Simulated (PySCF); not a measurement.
# Static response to an electric field

CH10ClPSi3.
Atom-mapped SMILES: `[SiH3:1][Si@H:2]([PH2:3])[SiH2:4][CH2:5][Cl:6]` (hydrogens: H7, H8, H9 on Si1; H10 on Si2; H11, H12 on P3; H13, H14 on Si4; H15, H16 on C5)

Structure used (GFN2-xTB), in Å, numbered top down from 1:
```xyz
16
CH10ClPSi3 angstrom
Si    -1.5417    1.8720    0.1271
Si    -1.0262   -0.2958   -0.5880
P     -2.1398   -1.7011    0.7883
Si     1.2168   -0.9349   -0.8325
C      2.2622    0.1500    0.3572
Cl     1.9854    1.8693   -0.0502
H     -2.9868    2.1002    0.2162
H     -0.9976    2.8547   -0.8073
H     -0.9907    2.1413    1.4573
H     -1.6879   -0.5928   -1.8780
H     -1.2415   -1.5853    1.8329
H     -1.5309   -2.8516    0.3279
H      1.7826   -0.7078   -2.1663
H      1.5681   -2.3176   -0.4624
H      1.9897    0.0319    1.4035
H      3.3306   -0.0235    0.2630
```

Level: PBE0/def2-SVPD (PySCF), static field, nuclei fixed, core orbitals frozen in the response. The polarisability tensor in these axes (au):

```
x   152.37   3.02 -10.95
y     3.02 155.24  -2.04
z   -10.95  -2.04 118.92
```

Diagonalise the tensor; give its mean and Δα, where Δα² is half the sum of the squared differences of the eigenvalues.

Principal values 115.62, 151.97 and 158.93 au; mean 142.17 au = 21.07 Å³ = 23.44 × 10⁻⁴⁰ C²·m²/J; Δα = 40.28 au (28 % of the mean).

What is the dipole moment, and where does it point?

(0.99, -1.38, 0.36) D, 1.73 D in size, pointing from the negative to the positive side. Measured along this direction, the outermost atoms are H7 at the negative end and H14 at the positive end.

Find the Langevin capture rate constant for NO+ (29.998 u) meeting this molecule (171.952 u), k = 2.342 × 10⁻⁹ cm³/s × √(α in Å³ / reduced mass in u).

The reduced mass is 25.54 u, so k = 2.13 × 10⁻⁹ cm³/s. The formula leaves out the permanent dipole, which adds to the capture rate.

What would n − 1 = 2πNα be for an ideal gas of these molecules at 500 K and 1 atm, electronic part alone?

N = p/kT = 1.4678 × 10¹⁹ cm⁻³, so n − 1 = 2π × N × 21.07 × 10⁻²⁴ cm³ = 1943 × 10⁻⁶ at long wavelengths.

Form Σ f/ω² (atomic units) for the 8 lowest TDDFT singlets, given as eV and f, and set it beside the mean polarisability, which is this sum over all singlets: 5.45, 0.0076; 5.78, 0.1291; 6.21, 0.0075; 6.25, 0.0051; 6.33, 0.0196; 6.42, 0.0792; 6.53, 0.0454; 6.57, 0.1485.

They add up to 8.42 au, 5.9 % of the 142.17 au; the largest single term is 2.86 au, from the state at 5.78 eV. Terms in order: 0.19, 2.86, 0.14, 0.10, 0.36, 1.42, 0.79, 2.55 au. Higher excitations give the rest. The strengths listed sum to 0.442.

Along which axes do the principal values lie, and how far do the nuclei extend along each?

Largest value along (0.69, 0.69, -0.22), where the nuclei span 5.76 Å; middle along (-0.67, 0.72, 0.18), 6.36 Å; least along (0.28, 0.03, 0.96), 4.20 Å. The strongest response doesn't lie along the longest of the three spans.

What molar refraction does this α imply?

Lorentz–Lorenz: R = (4π/3)N_A α = 2.5225 cm³/(mol·Å³) × 21.07 Å³ = 53.1 cm³/mol, in the limit of long wavelengths.

Geometry: GFN2-xTB, one conformer, isolated molecule.
